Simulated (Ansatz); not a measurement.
The same path of CH$_{8}$AlISi$_{2}$ (13 atoms, charge 0, multiplicity 1) was run twice with different band settings. The coordinate that changes most is the dihedral H8–C2–Si3–Si4.

Method: RKS B3LYP-D4/def2-SVP (Ansatz).

Relaxed end points:

```xyz
13
Properties=species:S:1:pos:R:3
Al -0.921 2.323 0.078
C -0.841 0.520 0.954
Si 0.749 -0.251 0.390
Si 0.637 -2.284 -0.778
I 1.561 1.426 -1.396
H -0.334 3.552 0.888
H -1.932 2.508 -1.129
H -0.848 0.606 2.053
H -1.702 -0.092 0.637
H 1.845 -0.210 1.397
H 1.963 -2.606 -1.377
H -0.386 -2.147 -1.854
H 0.230 -3.379 0.153
```

```xyz
13
Properties=species:S:1:pos:R:3
Al -1.735 1.187 1.027
C -0.149 1.425 -0.115
Si 1.163 0.097 0.021
Si 0.343 -2.018 -0.593
I 3.095 0.577 -1.490
H -3.020 0.476 0.431
H -1.707 1.708 2.524
H -0.471 1.471 -1.171
H 0.329 2.389 0.140
H 1.726 0.058 1.402
H 1.401 -3.061 -0.464
H -0.151 -1.969 -1.999
H -0.804 -2.374 0.302
```

Common settings: movable images 5; climbing image yes; spring 5.0 eV/Å²; optimiser quadratic models (default); start path through a guess of the saddle point; end points relaxed.

| run | force threshold | iteration limit |
| --- | --- | --- |
| 1 | 0.03 eV/Å | 50 |
| 2 | 0.2 eV/Å | 54 |

Task: What does each run give, and how far can it be trusted?

Result: Run 1: converged after 26 iterations, highest image 0.262 eV above the first end. A vibrational analysis at the climbing image gives one clearly imaginary mode, 42i cm⁻¹: a first-order saddle point.
Run 2: converged after 9 iterations, highest image 0.291 eV above the first end. The threshold of 0.2 eV/Å is loose, so the images may lie well off the minimum-energy path. The order of the stationary point at the top wasn't checked.
